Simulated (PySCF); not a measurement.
A geometry optimisation, step by step.

Compound: C₄H₃ClSSi.
Numbering: `[CH:1]#[C:2][Si@@H:3]1[CH:4]=[C:5]([Cl:6])[S:7]1` (hydrogens: H8 on C1; H9 on Si3; H10 on C4)

Method: PBE0-D3(BJ)/def2-SVP geometry optimisation, gas phase (PySCF); density fitting, grid level 1; the optimiser is geomeTRIC in internal coordinates, started from a GFN2-xTB structure with every atom displaced at random (about 0.01 Å). The frame can shift and turn from step to step; on so coarse a grid that alone can change the energy by a few meV, and forces under 0.02 eV/Å are noise.

Step 0: E = -35401.3776 eV, largest atomic force 1.564 eV/Å
```
atom  x, y, z in Å  |  force x, y, z in eV/Å
C1      2.917    0.182   -0.230   -0.758  -0.132   0.220
C2      1.821   -0.162    0.174   -0.380  -0.480   0.198
Si3     0.163   -0.697    0.801    0.310   1.518   0.217
C4     -1.263   -0.390   -0.298   -0.812  -0.407  -0.781
C5     -1.835    0.627    0.378    0.824  -0.132   0.400
Cl6    -3.254    1.506    0.026    0.027  -0.101  -0.035
S7     -0.841    1.022    1.798    0.093   0.239   0.438
H8      3.847    0.534   -0.600    0.592   0.150  -0.194
H9      0.197   -1.820    1.742    0.136  -0.423  -0.031
H10    -1.702   -0.823   -1.184   -0.032  -0.234  -0.431
```

Step 1: E = -35401.5057 eV, largest atomic force 0.671 eV/Å
```
atom  x, y, z in Å  |  force x, y, z in eV/Å
C1      2.906    0.241   -0.304    0.055   0.019   0.007
C2      1.828   -0.079    0.158   -0.090   0.157   0.129
Si3     0.200   -0.513    0.856   -0.002  -0.469  -0.480
C4     -1.256   -0.414   -0.292    0.129   0.137   0.302
C5     -1.860    0.541    0.442   -0.061  -0.009  -0.114
Cl6    -3.386    1.268    0.150   -0.018   0.035   0.047
S7     -0.900    1.054    1.870   -0.047   0.167   0.076
H8      3.860    0.535   -0.706    0.006  -0.027  -0.021
H9      0.321   -1.775    1.627    0.027   0.034   0.134
H10    -1.654   -0.878   -1.190    0.000  -0.044  -0.081
```

Step 2: E = -35401.5113 eV, largest atomic force 0.314 eV/Å
```
atom  x, y, z in Å  |  force x, y, z in eV/Å
C1      2.944    0.248   -0.272   -0.006  -0.020   0.017
C2      1.850   -0.075    0.149   -0.099   0.118  -0.115
Si3     0.203   -0.528    0.782   -0.060  -0.219   0.116
C4     -1.301   -0.435   -0.293   -0.017  -0.015  -0.251
C5     -1.883    0.542    0.428    0.118   0.123   0.264
Cl6    -3.412    1.289    0.204    0.063  -0.107  -0.064
S7     -0.865    1.071    1.808   -0.025   0.155   0.057
H8      3.912    0.537   -0.644    0.006  -0.010   0.003
H9      0.342   -1.750    1.617   -0.012   0.004   0.001
H10    -1.731   -0.918   -1.169    0.033  -0.029  -0.027
```

Step 3: E = -35401.5231 eV, largest atomic force 0.101 eV/Å
```
atom  x, y, z in Å  |  force x, y, z in eV/Å
C1      2.915    0.250   -0.285   -0.007  -0.030   0.013
C2      1.827   -0.076    0.153    0.018   0.074  -0.030
Si3     0.196   -0.543    0.810   -0.016  -0.094   0.032
C4     -1.277   -0.423   -0.298   -0.009  -0.037  -0.049
C5     -1.862    0.546    0.435    0.033   0.044   0.059
Cl6    -3.390    1.279    0.175    0.001   0.008  -0.013
S7     -0.869    1.068    1.835   -0.032  -0.002  -0.027
H8      3.878    0.537   -0.671   -0.004   0.001   0.000
H9      0.330   -1.766    1.648   -0.005   0.028  -0.022
H10    -1.690   -0.892   -1.191    0.020   0.007   0.037
```

Step 4: E = -35401.5242 eV, largest atomic force 0.041 eV/Å
```
atom  x, y, z in Å  |  force x, y, z in eV/Å
C1      2.907    0.254   -0.286    0.008  -0.023   0.004
C2      1.820   -0.074    0.154   -0.009   0.039   0.005
Si3     0.194   -0.553    0.818   -0.002  -0.034   0.008
C4     -1.274   -0.427   -0.295   -0.016   0.003   0.007
C5     -1.855    0.548    0.434    0.018   0.001   0.004
Cl6    -3.372    1.298    0.155   -0.004   0.011  -0.004
S7     -0.873    1.060    1.842   -0.006  -0.003  -0.021
H8      3.867    0.543   -0.676   -0.002   0.004   0.000
H9      0.329   -1.774    1.653    0.010   0.001  -0.004
H10    -1.683   -0.894   -1.190    0.003   0.001   0.002
```

Step 5: E = -35401.5247 eV, largest atomic force 0.023 eV/Å
```
atom  x, y, z in Å  |  force x, y, z in eV/Å
C1      2.900    0.256   -0.283    0.008  -0.016  -0.001
C2      1.814   -0.073    0.157   -0.008   0.012   0.009
Si3     0.191   -0.562    0.822   -0.006   0.004   0.009
C4     -1.275   -0.433   -0.292   -0.008   0.006   0.016
C5     -1.850    0.551    0.430    0.000  -0.010  -0.021
Cl6    -3.355    1.319    0.137   -0.004   0.005   0.001
S7     -0.873    1.055    1.844    0.010  -0.001  -0.005
H8      3.860    0.546   -0.675   -0.001   0.004   0.001
H9      0.331   -1.782    1.658    0.011  -0.007   0.000
H10    -1.683   -0.897   -1.188   -0.003   0.002  -0.009
```

Step 6: E = -35401.5247 eV, largest atomic force under 0.02 eV/Å
```
atom  x, y, z in Å  |  force x, y, z in eV/Å
C1      2.899    0.254   -0.280    0.004  -0.009  -0.001
C2      1.812   -0.073    0.160   -0.003   0.002   0.005
Si3     0.189   -0.565    0.824   -0.008   0.011   0.004
C4     -1.276   -0.435   -0.291   -0.003   0.002   0.009
C5     -1.849    0.553    0.427   -0.005  -0.005  -0.015
Cl6    -3.349    1.330    0.128    0.001  -0.001   0.000
S7     -0.874    1.055    1.842    0.010   0.000   0.004
H8      3.858    0.545   -0.671    0.000   0.002   0.002
H9      0.332   -1.786    1.659    0.005  -0.005   0.000
H10    -1.683   -0.898   -1.189   -0.002   0.002  -0.007
```

Problem. Summarise the path.

Solution. The energy falls by 14.20 kJ/mol from step 0 to step 6; nine tenths of that is first reached at step 2. It falls at every step. The largest force goes from 1.564 to under 0.02 eV/Å. Among the bonds Si3–S7 changes most, from 2.227 to 2.189 Å; the atoms move by 0.077 Å rms after alignment.

Problem. Follow the three bonds and two angles with the largest change from start to end.

Solution. 
```
step  E above end (kJ/mol)  largest force (eV/Å)  Si3–S7 (Å)  C2–Si3 (Å)  Si3–C4 (Å)  Si3–C4–C5 (°)  S7–Si3–H9 (°)
   0                 14.20                 1.564       2.227       1.851       1.826           99.0          108.3
   1                  1.83                 0.671       2.167       1.823       1.856           93.0          114.4
   2                  1.30                 0.314       2.179       1.822       1.851           94.4          112.6
   3                  0.16                 0.101       2.186       1.820       1.847           93.8          112.7
   4                  0.05                 0.041       2.188       1.821       1.846           93.8          112.8
   5                  0.01                 0.023       2.189       1.821       1.846           93.8          113.0
   6                  0.00            under 0.02       2.189       1.821       1.846           93.8          113.2
```

What follows is the cost of the whole optimisation. Hardware: Arm Neoverse V2, one thread, on a shared host. Cost: 46 s, 0.53 GiB resident at most.
